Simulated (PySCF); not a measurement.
PySCF 2.14 output of an unrestricted LDA calculation on a single atom or ion in aug-cc-pVTZ-PP with one added diffuse shell each of s, p, d, f, g type with ECP60MDF (7s7p6d4f3g, 113 functions), with scalar relativity through the core potential:

```
SCF conv_tol = 1e-09
number electrons alpha = 9  beta = 4
    P. A. M. Dirac.,  Math. Proc. Cambridge Philos. Soc. 26, 376 (1930)
    F. Bloch.,  Z. Phys. 57, 545 (1929)
    S. H. Vosko, L. Wilk, and M. Nusair.,  Can. J. Phys. 58, 1200 (1980)
cycle= 1 E= -77.3038433564929  delta_E= -0.00711  |g|= 0.0242  |ddm|= 0.133
cycle= 2 E= -77.3039883022963  delta_E= -0.000145  |g|= 0.0122  |ddm|= 0.0268
cycle= 3 E= -77.3040384392611  delta_E= -5.01e-05  |g|= 0.00117  |ddm|= 0.0114
cycle= 4 E= -77.3040388493069  delta_E= -4.1e-07  |g|= 3.78e-05  |ddm|= 0.00112
cycle= 5 E= -77.3040388498522  delta_E= -5.45e-10  |g|= 3.24e-06  |ddm|= 4.83e-05
converged SCF energy = -77.3040388498522  <S^2> = 8.7503043  2S+1 = 6.0001014
```

The run itself started from symmetry-adapted Hartree-Fock orbitals and held the occupation by maximum overlap, on a logarithmic radial grid, so the iterations belong to that start.

Q: Which element, charge and spin multiplicity is this?

A: Re²⁺ (rhenium, charge +2), multiplicity 6; the state was [Xe] 4f14 5d4 6s1, high-spin 6D determinant (an excited configuration).

Energies and moments cover only the electrons outside the core potential. Spin-orbit coupling, absent here, splits the open shell strongly.
